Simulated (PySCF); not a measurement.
C₆H₅F₂O₂ (doublet state).
Atom-mapped SMILES: `[CH:1]#[C:2][C:3]1[CH2:4][O:5][C@@H:6]([F:7])[O:8][C@H:9]1[F:10]` (hydrogens: H11 on C1; H12, H13 on C4; H14 on C6; H15 on C9)

Structure used (GFN2-xTB), in Å, numbered top down from 1:
```xyz
15
C6H5F2O2 angstrom
C      3.1625   -0.2426    0.6257
C      1.9825   -0.0903    0.3752
C      0.6588    0.0912    0.1051
C      0.1039    0.1374   -1.2773
O     -0.9888    1.0574   -1.3675
C     -1.9202    0.8734   -0.3979
F     -2.5395   -0.3463   -0.5817
O     -1.4521    0.9612    0.8945
C     -0.3532    0.1635    1.2050
F     -0.7973   -1.1217    1.5021
H      4.1812   -0.3766    0.8376
H     -0.2537   -0.8652   -1.5721
H      0.8426    0.4783   -2.0045
H     -2.6940    1.6447   -0.5091
H      0.0629    0.5538    2.1430
```

The hyperfine couplings belong to this conformer and change with its torsions.

Level of theory: PySCF 2.14.0, UKS B3LYP, pcH-1 on C F H O, non-relativistic, mean-field spin-orbit, GIAO. Isolated species at its GFN2-xTB geometry (one conformer only). A GFN2-xTB geometry isn't a minimum of the functional, and hyperfine couplings can be far from their values at a DFT geometry. Stability of the SCF solution: not tested.

Computed for the main isotopes (class means, splittings of 0.05 mT or more): g = 2.0026; F10 19F +141.4 MHz (5.05 mT); H12 1H +94.4 MHz (3.37 mT); H11 1H -40.7 MHz (1.45 mT); H13 1H +25.6 MHz (0.91 mT); H15 1H +9.3 MHz (0.33 mT); H14 1H +3.0 MHz (0.11 mT); 64 first-order lines, 11.22 mT wide.

What changes when 1H at H13 is replaced by 2H?

Only the nuclear moment changes in this model. The ratio of g factors is 0.85744/5.58569 = 0.1535, so a goes from +25.6 to +3.9 MHz (0.140 mT). The spin goes from 1/2 to 1, so the 1:1 doublet becomes a 1:1:1 triplet. The spectrum then has 96 first-order lines over 10.59 mT.

Where do the 13C satellites of C3 appear, and how strong are they?

a = +68.4 MHz, or 2.44 mT in magnitude, and I = 1/2, so to first order each main line has two satellites, at ±1.22 mT. The isotope's abundance is about 1.07 %, shared among 2 lines, so each has 0.54 % of the main line's intensity.

Give position and intensity of the satellites from 13C at C2.

a = -64.8 MHz, or 2.31 mT in magnitude, and I = 1/2, so to first order each main line has two satellites, at ±1.16 mT. The isotope's abundance is about 1.07 %, shared among 2 lines, so each has 0.54 % of the main line's intensity.

On Arm Neoverse V2, one thread, shared host with 192 logical CPUs at a one-minute load of 91, this took 93 s wall (with the writing of density and orbital grids) and 1.0 GiB of memory at its peak.
